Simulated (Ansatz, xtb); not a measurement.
**Relative energy of two isomers of BGeH9Si2**

Structure a: `[BH2][GeH]([SiH3])[SiH3]`, a singlet. Structure b: `B[Si@@H]([SiH3])[GeH3]`, a singlet. Both are isolated molecules in the gas phase, relaxed with B3LYP/def2-SVP; the shapes shown needn't be the lowest conformers.

a (Å):

```xyz
13

B    -2.6353    2.1516    0.8318
Ge   -0.7343    1.5079    0.3906
Si   -0.7883   -0.0735   -1.4304
Si    0.2086    0.3349    2.2759
H    -3.4732    1.3435    1.1460
H    -2.9409    3.3163    0.7865
H     0.2377    2.6507    0.0034
H     0.5901   -0.5690   -1.7192
H    -1.3374    0.5556   -2.6682
H    -1.6510   -1.2349   -1.0621
H    -0.6484   -0.8387    2.6177
H     1.5803   -0.1505    1.9424
H     0.2961    1.2259    3.4708
```

b (Å):

```xyz
13

B    -3.0531    1.0252    0.4617
Ge    0.1528    2.5567    0.1558
Si   -1.1989    0.8392    1.1934
Si   -0.2377   -1.2368    0.5958
H    -3.2475    0.8257   -0.7126
H    -3.9916    1.3564    1.1428
H    -1.0879    1.0191    2.6750
H     1.1697   -1.3166    1.0886
H    -0.2364   -1.3802   -0.8905
H    -1.0087   -2.3740    1.1821
H     0.1714    2.3772   -1.3777
H     1.6049    2.4729    0.6758
H    -0.3922    3.9671    0.4718
```

Question: Estimate which is lower in electronic energy at CCSD(T)/def2-SVP + ΔMP2/def2-TZVPP, and by roughly how much.

Answer: The CCSD(T)/def2-SVP + ΔMP2/def2-TZVPP calculation puts structure a lower, by 5.8 kcal/mol.

How the difference moves with the method:

```
                             level        geometry  E(b) − E(a) (kcal/mol)  departure from the last row (kcal/mol)  job, with rough time for the two
                          GFN2-xTB        GFN2-xTB                     +19.3                                   +13.5              optimisation, 0.32 s
                         HF/STO-3G        GFN2-xTB                      +8.6                                    +2.8              single point, 0.48 s
                r2SCAN-D4/def2-SVP        GFN2-xTB                      +6.2                                    +0.5               single point, 3.5 s
                    B3LYP/def2-SVP  B3LYP/def2-SVP                      +4.4                                    −1.4                optimisation, 73 s
                       HF/def2-SVP  B3LYP/def2-SVP                      +4.7                                    −1.1           part of the CCSD(T) run
                      MP2/def2-SVP  B3LYP/def2-SVP                      +4.8                                    −1.0           part of the CCSD(T) run
                  CCSD(T)/def2-SVP  B3LYP/def2-SVP                      +3.9                                    −1.9                      single point
CCSD(T)/def2-SVP + ΔMP2/def2-TZVPP  B3LYP/def2-SVP                      +5.8                                                        single point, 29 s
```

As drawn, b has 1 B–Si, 1 Si–Si, 2 Ge–H in place of 1 B–Ge, 1 Ge–Si, 2 Si–H.

None of the levels shown reverses the order. The largest departure from CCSD(T)/def2-SVP + ΔMP2/def2-TZVPP is that of GFN2-xTB, 13.5 kcal/mol. The last row adds to CCSD(T) the change of the MP2 difference between the two basis sets, here +1.9 kcal/mol.

With thermal terms from frequencies at re-optimised GFN2-xTB minima (ideal gas, soft modes damped towards free rotors, one conformer each, 298.15 K, 1 atm): on the last row, ΔE + ΔZPE = +5.1, ΔH = +5.2, ΔG = +4.9 kcal/mol.

The correlated steps freeze 20 core orbitals; the filled d shell of Ge is correlated, in a basis made for valence electrons. Mirror images aren't counted in ΔG. Run with Ansatz 0.2.0, xtb 6.7.1; the last row on 2 threads of Intel(R) Xeon(R) 6975P-C (Granite Rapids) on a shared host.
